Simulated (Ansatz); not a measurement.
# Molecular dynamics of ClH$_{4}$HfNO$_{2}$

input.yaml

```yaml
crystal:
  periodic: [false, false, false]
  atoms:
    - { symbol: Hf, position_ang: [-0.2159, -0.100516, -0.008284] }
    - { symbol: O, position_ang: [-0.367958, -0.181041, 1.902208] }
    - { symbol: H, position_ang: [-0.444696, -0.09919, 2.842636] }
    - { symbol: Cl, position_ang: [2.101798, 0.079473, -0.589244] }
    - { symbol: O, position_ang: [-1.175974, 1.325394, -0.859649] }
    - { symbol: H, position_ang: [-1.624051, 2.094323, -1.183806] }
    - { symbol: "N", position_ang: [-0.969392, -1.837127, -0.733349] }
    - { symbol: H, position_ang: [-0.980603, -2.724378, -0.250344] }
    - { symbol: H, position_ang: [-1.386423, -1.966538, -1.644269] }
basis:
  gaussian: { orbitals: def2-SVP }
hamiltonian:
  xc: { name: BHLYP }
  dispersion: d4
md:
  timestep: 0.25
  n_steps: 150
  ensemble: nvt_nose_hoover
  temperature: 300.0
  initial_velocities: maxwell_boltzmann
  seed: 233490
  nose_hoover: { tau: 20.0, chain_length: 5 }
  masses: [{ species: H, mass: 2.014 }]
```

Run as:

```bash
$ ansatz run input.yaml --threads 2 --pin off --max-ram 3072MiB --backend cpu --events-out ev --progress --plain --runs-dir out
```

It starts from a relaxed structure.

Output, in part (one step line in 2, the closing report, with atoms numbered from 0):

```
md step     0: t =     0.00 fs  T =   300.0 K  F+E_penalty+E_count = -19471.82289856 eV  E_kin = 0.271446 eV  conserved = -19471.55145256 eV  (28 SCF iters)
md step     2: t =     0.50 fs  T =   297.4 K  F+E_penalty+E_count = -19471.82051968 eV  E_kin = 0.269074 eV  conserved = -19471.55144582 eV  (35 SCF iters)
md step     4: t =     1.00 fs  T =   290.1 K  F+E_penalty+E_count = -19471.81390728 eV  E_kin = 0.262488 eV  conserved = -19471.55142324 eV  (35 SCF iters)
md step     6: t =     1.50 fs  T =   279.8 K  F+E_penalty+E_count = -19471.80450432 eV  E_kin = 0.253132 eV  conserved = -19471.55139070 eV  (35 SCF iters)
md step     8: t =     2.00 fs  T =   268.6 K  F+E_penalty+E_count = -19471.79436622 eV  E_kin = 0.243062 eV  conserved = -19471.55135741 eV  (35 SCF iters)
md step    10: t =     2.50 fs  T =   259.0 K  F+E_penalty+E_count = -19471.78558511 eV  E_kin = 0.234370 eV  conserved = -19471.55133317 eV  (35 SCF iters)
md step    12: t =     3.00 fs  T =   252.6 K  F+E_penalty+E_count = -19471.77968170 eV  E_kin = 0.228577 eV  conserved = -19471.55132504 eV  (35 SCF iters)
md step    14: t =     3.50 fs  T =   250.0 K  F+E_penalty+E_count = -19471.77716565 eV  E_kin = 0.226196 eV  conserved = -19471.55133506 eV  (35 SCF iters)
md step    16: t =     4.00 fs  T =   250.5 K  F+E_penalty+E_count = -19471.77741541 eV  E_kin = 0.226614 eV  conserved = -19471.55135930 eV  (29 SCF iters)
md step    18: t =     4.50 fs  T =   252.3 K  F+E_penalty+E_count = -19471.77891450 eV  E_kin = 0.228325 eV  conserved = -19471.55138962 eV  (36 SCF iters)
md step    20: t =     5.00 fs  T =   253.6 K  F+E_penalty+E_count = -19471.77974870 eV  E_kin = 0.229422 eV  conserved = -19471.55141676 eV  (35 SCF iters)
md step    22: t =     5.50 fs  T =   252.2 K  F+E_penalty+E_count = -19471.77818677 eV  E_kin = 0.228180 eV  conserved = -19471.55143300 eV  (35 SCF iters)
md step    24: t =     6.00 fs  T =   247.1 K  F+E_penalty+E_count = -19471.77316429 eV  E_kin = 0.223537 eV  conserved = -19471.55143426 eV  (35 SCF iters)
md step    26: t =     6.50 fs  T =   238.0 K  F+E_penalty+E_count = -19471.76454817 eV  E_kin = 0.215355 eV  conserved = -19471.55142052 eV  (35 SCF iters)
md step    28: t =     7.00 fs  T =   225.9 K  F+E_penalty+E_count = -19471.75314178 eV  E_kin = 0.204434 eV  conserved = -19471.55139580 eV  (35 SCF iters)
md step    30: t =     7.50 fs  T =   212.5 K  F+E_penalty+E_count = -19471.74045651 eV  E_kin = 0.192279 eV  conserved = -19471.55136610 eV  (35 SCF iters)
md step    32: t =     8.00 fs  T =   199.7 K  F+E_penalty+E_count = -19471.72832472 eV  E_kin = 0.180718 eV  conserved = -19471.55133869 eV  (34 SCF iters)
md step    34: t =     8.50 fs  T =   189.5 K  F+E_penalty+E_count = -19471.71844724 eV  E_kin = 0.171451 eV  conserved = -19471.55132013 eV  (25 SCF iters)
md step    36: t =     9.00 fs  T =   183.1 K  F+E_penalty+E_count = -19471.71198123 eV  E_kin = 0.165640 eV  conserved = -19471.55131479 eV  (25 SCF iters)
md step    38: t =     9.50 fs  T =   180.9 K  F+E_penalty+E_count = -19471.70926440 eV  E_kin = 0.163637 eV  conserved = -19471.55132376 eV  (25 SCF iters)
md step    40: t =    10.00 fs  T =   182.3 K  F+E_penalty+E_count = -19471.70974310 eV  E_kin = 0.164908 eV  conserved = -19471.55134459 eV  (26 SCF iters)
md step    42: t =    10.50 fs  T =   185.9 K  F+E_penalty+E_count = -19471.71212347 eV  E_kin = 0.168178 eV  conserved = -19471.55137184 eV  (26 SCF iters)
md step    44: t =    11.00 fs  T =   189.8 K  F+E_penalty+E_count = -19471.71470835 eV  E_kin = 0.171767 eV  conserved = -19471.55139866 eV  (25 SCF iters)
md step    46: t =    11.50 fs  T =   192.3 K  F+E_penalty+E_count = -19471.71583443 eV  E_kin = 0.174019 eV  conserved = -19471.55141780 eV  (26 SCF iters)
md step    48: t =    12.00 fs  T =   192.0 K  F+E_penalty+E_count = -19471.71430467 eV  E_kin = 0.173730 eV  conserved = -19471.55142436 eV  (26 SCF iters)
md step    50: t =    12.50 fs  T =   188.4 K  F+E_penalty+E_count = -19471.70970736 eV  E_kin = 0.170472 eV  conserved = -19471.55141628 eV  (25 SCF iters)
md step    52: t =    13.00 fs  T =   182.1 K  F+E_penalty+E_count = -19471.70254470 eV  E_kin = 0.164727 eV  conserved = -19471.55139526 eV  (25 SCF iters)
md step    54: t =    13.50 fs  T =   174.4 K  F+E_penalty+E_count = -19471.69412876 eV  E_kin = 0.157785 eV  conserved = -19471.55136653 eV  (25 SCF iters)
md step    56: t =    14.00 fs  T =   167.4 K  F+E_penalty+E_count = -19471.68625368 eV  E_kin = 0.151428 eV  conserved = -19471.55133786 eV  (29 SCF iters)
md step    58: t =    14.50 fs  T =   163.0 K  F+E_penalty+E_count = -19471.68071155 eV  E_kin = 0.147453 eV  conserved = -19471.55131764 eV  (25 SCF iters)
md step    60: t =    15.00 fs  T =   162.6 K  F+E_penalty+E_count = -19471.67877563 eV  E_kin = 0.147160 eV  conserved = -19471.55131198 eV  (25 SCF iters)
md step    62: t =    15.50 fs  T =   166.8 K  F+E_penalty+E_count = -19471.68080900 eV  E_kin = 0.150955 eV  conserved = -19471.55132293 eV  (25 SCF iters)
md step    64: t =    16.00 fs  T =   174.9 K  F+E_penalty+E_count = -19471.68613416 eV  E_kin = 0.158215 eV  conserved = -19471.55134728 eV  (26 SCF iters)
md step    66: t =    16.50 fs  T =   185.1 K  F+E_penalty+E_count = -19471.69322104 eV  E_kin = 0.167461 eV  conserved = -19471.55137762 eV  (27 SCF iters)
md step    68: t =    17.00 fs  T =   195.4 K  F+E_penalty+E_count = -19471.70013532 eV  E_kin = 0.176791 eV  conserved = -19471.55140490 eV  (26 SCF iters)
md step    70: t =    17.50 fs  T =   203.8 K  F+E_penalty+E_count = -19471.70509565 eV  E_kin = 0.184427 eV  conserved = -19471.55142141 eV  (27 SCF iters)
md step    72: t =    18.00 fs  T =   209.1 K  F+E_penalty+E_count = -19471.70695958 eV  E_kin = 0.189202 eV  conserved = -19471.55142300 eV  (35 SCF iters)
md step    74: t =    18.50 fs  T =   210.9 K  F+E_penalty+E_count = -19471.70549959 eV  E_kin = 0.190844 eV  conserved = -19471.55140987 eV  (35 SCF iters)
md step    76: t =    19.00 fs  T =   210.0 K  F+E_penalty+E_count = -19471.70141161 eV  E_kin = 0.190000 eV  conserved = -19471.55138610 eV  (35 SCF iters)
md step    78: t =    19.50 fs  T =   207.8 K  F+E_penalty+E_count = -19471.69607957 eV  E_kin = 0.188019 eV  conserved = -19471.55135826 eV  (35 SCF iters)
md step    80: t =    20.00 fs  T =   206.2 K  F+E_penalty+E_count = -19471.69117755 eV  E_kin = 0.186560 eV  conserved = -19471.55133359 eV  (35 SCF iters)
md step    82: t =    20.50 fs  T =   206.8 K  F+E_penalty+E_count = -19471.68821942 eV  E_kin = 0.187155 eV  conserved = -19471.55131820 eV  (35 SCF iters)
md step    84: t =    21.00 fs  T =   210.9 K  F+E_penalty+E_count = -19471.68816874 eV  E_kin = 0.190812 eV  conserved = -19471.55131567 eV  (35 SCF iters)
md step    86: t =    21.50 fs  T =   218.6 K  F+E_penalty+E_count = -19471.69120151 eV  E_kin = 0.197771 eV  conserved = -19471.55132613 eV  (35 SCF iters)
md step    88: t =    22.00 fs  T =   229.3 K  F+E_penalty+E_count = -19471.69667462 eV  E_kin = 0.207454 eV  conserved = -19471.55134664 eV  (35 SCF iters)
md step    90: t =    22.50 fs  T =   241.6 K  F+E_penalty+E_count = -19471.70329702 eV  E_kin = 0.218615 eV  conserved = -19471.55137188 eV  (35 SCF iters)
md step    92: t =    23.00 fs  T =   253.8 K  F+E_penalty+E_count = -19471.70944989 eV  E_kin = 0.229654 eV  conserved = -19471.55139570 eV  (35 SCF iters)
md step    94: t =    23.50 fs  T =   264.1 K  F+E_penalty+E_count = -19471.71356713 eV  E_kin = 0.238979 eV  conserved = -19471.55141266 eV  (30 SCF iters)
md step    96: t =    24.00 fs  T =   271.2 K  F+E_penalty+E_count = -19471.71448447 eV  E_kin = 0.245365 eV  conserved = -19471.55141904 eV  (35 SCF iters)
md step    98: t =    24.50 fs  T =   274.3 K  F+E_penalty+E_count = -19471.71168837 eV  E_kin = 0.248214 eV  conserved = -19471.55141331 eV  (35 SCF iters)
md step   100: t =    25.00 fs  T =   273.7 K  F+E_penalty+E_count = -19471.70542680 eV  E_kin = 0.247679 eV  conserved = -19471.55139635 eV  (35 SCF iters)
md step   102: t =    25.50 fs  T =   270.4 K  F+E_penalty+E_count = -19471.69666562 eV  E_kin = 0.244643 eV  conserved = -19471.55137131 eV  (35 SCF iters)
md step   104: t =    26.00 fs  T =   265.8 K  F+E_penalty+E_count = -19471.68688636 eV  E_kin = 0.240531 eV  conserved = -19471.55134414 eV  (35 SCF iters)
md step   106: t =    26.50 fs  T =   261.9 K  F+E_penalty+E_count = -19471.67773382 eV  E_kin = 0.236964 eV  conserved = -19471.55132175 eV  (35 SCF iters)
md step   108: t =    27.00 fs  T =   260.1 K  F+E_penalty+E_count = -19471.67057143 eV  E_kin = 0.235320 eV  conserved = -19471.55131084 eV  (35 SCF iters)
md step   110: t =    27.50 fs  T =   261.2 K  F+E_penalty+E_count = -19471.66605849 eV  E_kin = 0.236294 eV  conserved = -19471.55131508 eV  (34 SCF iters)
md step   112: t =    28.00 fs  T =   264.9 K  F+E_penalty+E_count = -19471.66390780 eV  E_kin = 0.239646 eV  conserved = -19471.55133325 eV  (30 SCF iters)
md step   114: t =    28.50 fs  T =   269.9 K  F+E_penalty+E_count = -19471.66294377 eV  E_kin = 0.244229 eV  conserved = -19471.55135918 eV  (35 SCF iters)
md step   116: t =    29.00 fs  T =   274.5 K  F+E_penalty+E_count = -19471.66146723 eV  E_kin = 0.248340 eV  conserved = -19471.55138399 eV  (35 SCF iters)
md step   118: t =    29.50 fs  T =   276.6 K  F+E_penalty+E_count = -19471.65779570 eV  E_kin = 0.250252 eV  conserved = -19471.55139962 eV  (35 SCF iters)
md step   120: t =    30.00 fs  T =   274.9 K  F+E_penalty+E_count = -19471.65077506 eV  E_kin = 0.248733 eV  conserved = -19471.55140134 eV  (35 SCF iters)
md step   122: t =    30.50 fs  T =   269.0 K  F+E_penalty+E_count = -19471.64008888 eV  E_kin = 0.243373 eV  conserved = -19471.55138922 eV  (34 SCF iters)
md step   124: t =    31.00 fs  T =   259.3 K  F+E_penalty+E_count = -19471.62629156 eV  E_kin = 0.234642 eV  conserved = -19471.55136700 eV  (34 SCF iters)
md step   126: t =    31.50 fs  T =   247.2 K  F+E_penalty+E_count = -19471.61060374 eV  E_kin = 0.223700 eV  conserved = -19471.55134044 eV  (35 SCF iters)
md step   128: t =    32.00 fs  T =   234.4 K  F+E_penalty+E_count = -19471.59457347 eV  E_kin = 0.212069 eV  conserved = -19471.55131514 eV  (35 SCF iters)
md step   130: t =    32.50 fs  T =   222.4 K  F+E_penalty+E_count = -19471.57971901 eV  E_kin = 0.201276 eV  conserved = -19471.55129537 eV  (30 SCF iters)
md step   132: t =    33.00 fs  T =   212.8 K  F+E_penalty+E_count = -19471.56724156 eV  E_kin = 0.192561 eV  conserved = -19471.55128412 eV  (35 SCF iters)
md step   134: t =    33.50 fs  T =   206.3 K  F+E_penalty+E_count = -19471.55785031 eV  E_kin = 0.186687 eV  conserved = -19471.55128168 eV  (35 SCF iters)
md step   136: t =    34.00 fs  T =   203.2 K  F+E_penalty+E_count = -19471.55171011 eV  E_kin = 0.183879 eV  conserved = -19471.55128713 eV  (35 SCF iters)
md step   138: t =    34.50 fs  T =   203.2 K  F+E_penalty+E_count = -19471.54848368 eV  E_kin = 0.183853 eV  conserved = -19471.55129870 eV  (35 SCF iters)
md step   140: t =    35.00 fs  T =   205.5 K  F+E_penalty+E_count = -19471.54743291 eV  E_kin = 0.185913 eV  conserved = -19471.55131430 eV  (25 SCF iters)
md step   142: t =    35.50 fs  T =   209.0 K  F+E_penalty+E_count = -19471.54755011 eV  E_kin = 0.189070 eV  conserved = -19471.55133152 eV  (25 SCF iters)
md step   144: t =    36.00 fs  T =   212.4 K  F+E_penalty+E_count = -19471.54771548 eV  E_kin = 0.192210 eV  conserved = -19471.55134731 eV  (25 SCF iters)
md step   146: t =    36.50 fs  T =   214.7 K  F+E_penalty+E_count = -19471.54689766 eV  E_kin = 0.194289 eV  conserved = -19471.55135806 eV  (25 SCF iters)
md step   148: t =    37.00 fs  T =   215.1 K  F+E_penalty+E_count = -19471.54440293 eV  E_kin = 0.194592 eV  conserved = -19471.55135920 eV  (26 SCF iters)
md step   150: t =    37.50 fs  T =   213.3 K  F+E_penalty+E_count = -19471.54013591 eV  E_kin = 0.193001 eV  conserved = -19471.55134812 eV  (29 SCF iters)
Total energy: -19471.54036158 eV, -715.5659100041 hartree
Atom 0 at    -0.208938    -0.131897     0.018298 Å, force     1.010797    -1.091241    -1.731772 eV/Å
Atom 1 at    -0.417046    -0.012175     1.880888 Å, force    -0.899079     0.049486     2.205213 eV/Å
Atom 2 at    -1.087056     0.248348     2.516986 Å, force     0.536092    -0.144133    -0.073078 eV/Å
Atom 3 at     2.053061     0.134800    -0.678467 Å, force     0.306058    -0.020515     0.080859 eV/Å
Atom 4 at    -1.083139     1.326117    -0.755654 Å, force    -0.658145     0.646043    -0.429875 eV/Å
Atom 5 at    -1.181881     2.141916    -1.209051 Å, force    -0.191747     0.540230    -0.287878 eV/Å
Atom 6 at    -0.952469    -1.829172    -0.845091 Å, force     0.010858    -0.846720     0.854644 eV/Å
Atom 7 at    -0.979269    -2.786467    -0.479837 Å, force     0.139880     0.636370     0.023523 eV/Å
Atom 8 at    -1.411888    -1.894928    -1.728745 Å, force    -0.254714     0.230480    -0.641636 eV/Å
Dipole moment:    -0.776640     0.047594     0.116854 e Å
```

All steps were run. The conserved energy stayed within 0.019 meV per atom of its start (net change 0.012 meV per atom), so the integration is sound. The mean temperature of the second half is 20 % below the set value. A run of 0.037 ps of so small a system gives no equilibrium averages.

The same pairs are bonded in the first frame and the last. Pairs count as bonded within 1.25 times the sum of covalent radii (0.12 Å more for H–H).

Last frame:

```xyz
9
Properties=species:S:1:pos:R:3
Hf -0.209 -0.132 0.018
O -0.417 -0.012 1.881
H -1.087 0.248 2.517
Cl 2.053 0.135 -0.678
O -1.083 1.326 -0.756
H -1.182 2.142 -1.209
N -0.953 -1.829 -0.845
H -0.979 -2.787 -0.480
H -1.412 -1.895 -1.729
```

Time of the run: 5.3 min on 2 threads of Intel(R) Xeon(R) 6975P-C (Granite Rapids), with other jobs on the host, peak memory 0.29 GiB.
